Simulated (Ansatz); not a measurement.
Zr(Me)2(H)2 (C₂H₈Zr), SMILES [CH3][ZrH2][CH3], multiplicity 1.

The structure is a stationary point at B3LYP-D3(BJ)/def2-SVP. The spin state was assumed, not searched. The def2 effective core potentials stand for the cores of Zr; spin–orbit coupling is left out.

Two levels are set side by side: PBE/def2-SVPD (Ansatz, a quantum-chemistry and plane-wave program) and PBE0/def2-SVPD (Ansatz). Energy differences of separate SCF runs at the same geometry; the states with an electron removed or added have multiplicity 2 and 2. Differences are taken from unrounded values.

```
quantity                            PBE
---------------------------------  ----
vertical ionisation energy (eV)    9.36
vertical singlet–triplet gap (eV)  3.67
```

### Question
These are the PBE values. What does PBE0 give? (The exact figures need the calculation; the answer reports its results.)

### Answer

```csv
quantity,PBE0,PBE minus PBE0
vertical ionisation energy (eV),9.72,-0.36
vertical singlet–triplet gap (eV),3.96,-0.29
```
